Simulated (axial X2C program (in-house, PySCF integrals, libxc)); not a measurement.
## FPmF: the levels of the configuration f4 s1

Computed with an in-house all-electron X2C program for linear molecules (integrals from PySCF): two-component X2C with atomic mean-field Coulomb and Gaunt terms, basis F dyall-av3z, Pm dyall-v3z (cores contracted in-house). Orbitals come from Hartree–Fock averaged over the configuration Pm f4 s1; CI then distributes these electrons over the f, s shells of Pm.

F–Pm–F held linear, both bonds 2.103 Å (near the minimum of the configuration average).

Active spinors (ω > 0):

```json
{"shell": "f", "ω": "5/2", "ε (eV)": "0.82", "character": "100% Pm f"}
{"shell": "f", "ω": "3/2", "ε (eV)": "1.02", "character": "100% Pm f"}
{"shell": "f", "ω": "7/2", "ε (eV)": "1.17", "character": "100% Pm f"}
{"shell": "f", "ω": "1/2", "ε (eV)": "1.24", "character": "99% Pm f"}
{"shell": "f", "ω": "5/2", "ε (eV)": "1.33", "character": "100% Pm f"}
{"shell": "f", "ω": "3/2", "ε (eV)": "1.52", "character": "99% Pm f"}
{"shell": "f", "ω": "1/2", "ε (eV)": "1.71", "character": "98% Pm f"}
{"shell": "s", "ω": "1/2", "ε (eV)": "-2.82", "character": "58% Pm s, 25% Pm d, 10% F p"}
```

Lowest levels of this model:

```json
{"Ω": "1/2", "energy (cm⁻¹)": "0", "g∥": "1.22", "configuration": "100% f4 s1"}
{"Ω": "3/2", "energy (cm⁻¹)": "211", "g∥": "2.90", "configuration": "100% f4 s1"}
{"Ω": "5/2", "energy (cm⁻¹)": "258", "g∥": "1.88", "configuration": "100% f4 s1"}
{"Ω": "7/2", "energy (cm⁻¹)": "665", "g∥": "5.06", "configuration": "100% f4 s1"}
{"Ω": "3/2", "energy (cm⁻¹)": "936", "g∥": "1.61", "configuration": "100% f4 s1"}
{"Ω": "5/2", "energy (cm⁻¹)": "967", "g∥": "5.09", "configuration": "100% f4 s1"}
{"Ω": "1/2", "energy (cm⁻¹)": "1026", "g∥": "0.56", "configuration": "100% f4 s1"}
{"Ω": "9/2", "energy (cm⁻¹)": "1453", "g∥": "8.67", "configuration": "100% f4 s1"}
{"Ω": "7/2", "energy (cm⁻¹)": "1698", "g∥": "5.91", "configuration": "100% f4 s1"}
{"Ω": "5/2", "energy (cm⁻¹)": "2075", "g∥": "5.05", "configuration": "100% f4 s1"}
{"Ω": "3/2", "energy (cm⁻¹)": "2112", "g∥": "3.02", "configuration": "100% f4 s1"}
{"Ω": "1/2", "energy (cm⁻¹)": "2239", "g∥": "0.82", "configuration": "100% f4 s1"}
{"Ω": "7/2", "energy (cm⁻¹)": "2458", "g∥": "6.13", "configuration": "100% f4 s1"}
{"Ω": "11/2", "energy (cm⁻¹)": "2610", "g∥": "12.38", "configuration": "100% f4 s1"}
{"Ω": "1/2", "energy (cm⁻¹)": "2761", "g∥": "1.00", "configuration": "100% f4 s1"}
{"Ω": "9/2", "energy (cm⁻¹)": "2933", "g∥": "9.45", "configuration": "100% f4 s1"}
{"Ω": "3/2", "energy (cm⁻¹)": "2991", "g∥": "2.77", "configuration": "100% f4 s1"}
{"Ω": "5/2", "energy (cm⁻¹)": "3131", "g∥": "3.73", "configuration": "100% f4 s1"}
{"Ω": "7/2", "energy (cm⁻¹)": "3149", "g∥": "4.95", "configuration": "100% f4 s1"}
{"Ω": "9/2", "energy (cm⁻¹)": "3935", "g∥": "8.32", "configuration": "100% f4 s1"}
{"Ω": "9/2", "energy (cm⁻¹)": "4044", "g∥": "8.88", "configuration": "100% f4 s1"}
{"Ω": "13/2", "energy (cm⁻¹)": "4048", "g∥": "16.01", "configuration": "100% f4 s1"}
{"Ω": "11/2", "energy (cm⁻¹)": "4367", "g∥": "12.72", "configuration": "100% f4 s1"}
{"Ω": "11/2", "energy (cm⁻¹)": "5583", "g∥": "12.30", "configuration": "100% f4 s1"}
{"Ω": "11/2", "energy (cm⁻¹)": "5686", "g∥": "11.99", "configuration": "100% f4 s1"}
{"Ω": "15/2", "energy (cm⁻¹)": "5762", "g∥": "19.49", "configuration": "100% f4 s1"}
{"Ω": "13/2", "energy (cm⁻¹)": "5926", "g∥": "15.87", "configuration": "100% f4 s1"}
{"Ω": "13/2", "energy (cm⁻¹)": "7030", "g∥": "16.02", "configuration": "100% f4 s1"}
{"Ω": "15/2", "energy (cm⁻¹)": "7552", "g∥": "18.44", "configuration": "100% f4 s1"}
{"Ω": "13/2", "energy (cm⁻¹)": "7726", "g∥": "15.44", "configuration": "100% f4 s1"}
```

g∥ is the magnitude of 2⟨Lz + ge Sz⟩ for the +Ω component.

Problem. From Ω and g∥ of the lowest level, whose 2⟨Lz + ge Sz⟩ is positive, find ⟨Sz⟩ and ⟨Lz⟩ (ge = 2.0023).

Solution. Ω = ⟨Lz⟩ + ⟨Sz⟩ = 1/2 and ⟨Lz⟩ + ge⟨Sz⟩ = 0.610, so ⟨Sz⟩ = 0.11 and ⟨Lz⟩ = 0.39.

Occupations of the active spinors in the lowest level by ω, shell by shell in order of energy: -7/2: 0.21; -5/2: 0.56 0.10; -3/2: 0.31 0.17; -1/2: 0.54 0.06 0.44; 1/2: 0.42 0.08 0.56; 3/2: 0.38 0.20; 5/2: 0.57 0.10; 7/2: 0.30. The leading determinant has weight 0.10 among 447.

This point took 4.6 s on 1 thread of Arm Neoverse V1, on a shared host.

Dynamic correlation is missing, so gaps between terms are too wide and other configurations may lie lower; the lowest level listed is that of this model, not necessarily the ground state. At most 4 roots were kept for each Ω > 0 (twice that for Ω = 0) within 2.2 eV of the lowest, so higher up levels can be missing between those listed; levels with Ω > 0 are doubly degenerate and listed once, Ω = 0 levels singly. The molecule was held linear; bending was not examined.
